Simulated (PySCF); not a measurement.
GeH₇NOSi, SMILES N[SiH2][O][GeH3].

Coordinates come from a PBE0-D3(BJ)/def2-SVP optimisation. The structure was generated by enumeration, and PubChem lists no compound with its InChIKey, so it may never have been made. One conformer was computed; it need not be the lowest.

All values below come from PBE0-D3(BJ)/def2-SVP in PySCF 2.14.0.

Frequencies are harmonic and unscaled.

```
mode  ν (cm⁻¹)  IR (km/mol)  Raman (Å⁴/amu)  depolarisation    moving atoms (share of kinetic energy)
----  --------  -----------  --------------  --------------  ----------------------------------------
1            7          2.2             0.3            0.75                    O 60 %, H 16 %, N 16 %
2           50          0.2             0.1            0.75                                    H 88 %
3           92          3.6             0.4            0.44  O 41 %, Si 20 %, H 16 %, N 13 %, Ge 11 %
4          238          6.1             3.6            0.60          N 33 %, H 26 %, Si 21 %, Ge 18 %
5          241         17.5             2.8            0.75                                    H 94 %
6          420        252.9             2.6            0.06                            H 64 %, N 28 %
7          557         25.1             1.6            0.68                           H 86 %, Si 11 %
8          561         21.9            11.4            0.26          O 33 %, Si 30 %, H 19 %, Ge 13 %
9          647         50.9            15.6            0.75                                    H 89 %
10         658         52.5            11.8            0.58                            H 80 %, O 15 %
11         800         28.3             7.9            0.75                                    H 91 %
12         854        462.6            14.9            0.63                            H 74 %, O 10 %
13         866         76.1             9.1            0.70                   H 42 %, N 40 %, Si 18 %
14         874         48.7            29.1            0.75                                    H 99 %
15         877         41.9            20.1            0.75                                    H 98 %
16         905         69.9             5.6            0.75                            H 77 %, N 16 %
17         939        192.5            12.3            0.36                           H 72 %, Si 18 %
18         957         97.3            13.9            0.75                                    H 93 %
19        1023        347.4             8.6            0.66                   O 64 %, Si 19 %, H 15 %
20        1548         48.6             6.6            0.72                            H 89 %, N 11 %
21        2154        124.6            86.2            0.59                                    H 98 %
22        2154         75.2           176.6            0.09                                    H 99 %
23        2184        114.8           161.2            0.26                                    H 99 %
24        2228        189.1            63.4            0.74                                    H 96 %
25        2233         96.7           173.8            0.08                                    H 98 %
26        3611         33.6           130.7            0.11                                    H 96 %
27        3709         36.2            73.7            0.75                             H 91 %, N 9 %
```
